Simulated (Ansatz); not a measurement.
A nudged elastic band was laid between two geometries of CH6BF2N (11 atoms, charge 0, multiplicity 1).

Computed with RKS BLYP-D4/def2-SVP (Ansatz 0.2.0).

```
movable images  : 1
climbing image  : no
spring          : 5.0 eV/Å²
optimiser       : quadratic models (default)
start path      : through a guess of the saddle point
force threshold : 0.05 eV/Å
iteration limit : 60
end points      : relaxed
```

First end point:

```xyz
11
Properties=species:S:1:pos:R:3
B -0.069 -0.283 0.434
C 0.091 0.397 1.881
H -0.802 0.261 2.529
H 0.977 0.026 2.442
H 0.230 1.492 1.759
F 1.065 -0.266 -0.379
F -1.233 0.038 -0.267
N -0.282 -1.989 0.692
H -0.394 -2.452 -0.223
H 0.535 -2.405 1.165
H -1.121 -2.185 1.258
```

Last end point:

```xyz
11
Properties=species:S:1:pos:R:3
B 0.253 -0.872 -0.373
C -0.297 0.315 2.554
H -0.499 0.698 3.572
H 0.768 0.475 2.297
H -0.929 0.846 1.819
F 1.522 -0.458 -0.208
F -0.646 0.028 -0.809
N -0.119 -2.200 -0.101
H -1.076 -2.534 -0.206
H 0.542 -2.896 0.241
H -0.521 -0.767 2.508
```

What changes between the two ends?

Bonds broken: B1–C2, N8–H11. Bonds formed: C2–H11. CH6BF2N becomes BF2H2N + CH4.

What energy profile does the band end with?

It converged. The highest image is number 1 of 0 to 2, 2.6 kcal/mol above the first end and 14.2 kcal/mol above the last; the last end lies 11.5 kcal/mol below the first. No image climbed, so the highest image needn't sit at the top of the path. A band with more images between the same ends climbed to 1.77 eV, so this one has probably stepped over the top. So few images can step over the top or miss a turn of the path. The orbitals stay closed-shell, which can raise the energy where a bond breaks towards radicals; this wasn't checked here.

```json
{"image": "0", "path coordinate (Å)": "0.00", "energy (kcal/mol)": "0.0", "B1–C2 (Å)": "1.61", "N8–H11 (Å)": "1.03", "C2–H11 (Å)": "2.92"}
{"image": "1", "path coordinate (Å)": "2.20", "energy (kcal/mol)": "2.6", "B1–C2 (Å)": "2.57", "N8–H11 (Å)": "2.07", "C2–H11 (Å)": "1.13"}
{"image": "2", "path coordinate (Å)": "4.41", "energy (kcal/mol)": "-11.5", "B1–C2 (Å)": "3.21", "N8–H11 (Å)": "3.00", "C2–H11 (Å)": "1.11"}
```

What is the geometry of the highest image?


```xyz
11
Properties=species:S:1:pos:R:3
B -0.082 -0.690 -0.186
C -0.074 0.122 2.256
H -0.814 0.435 3.005
H 0.867 -0.225 2.731
H 0.192 1.008 1.641
F 1.087 -0.044 -0.322
F -1.209 -0.035 -0.524
N -0.106 -2.061 0.178
H -0.900 -2.652 -0.026
H 0.586 -2.464 0.810
H -0.550 -0.760 1.729
```

The run took 32 s on 2 threads of Arm Neoverse V1 (shared host), peak memory 0.13 GiB.
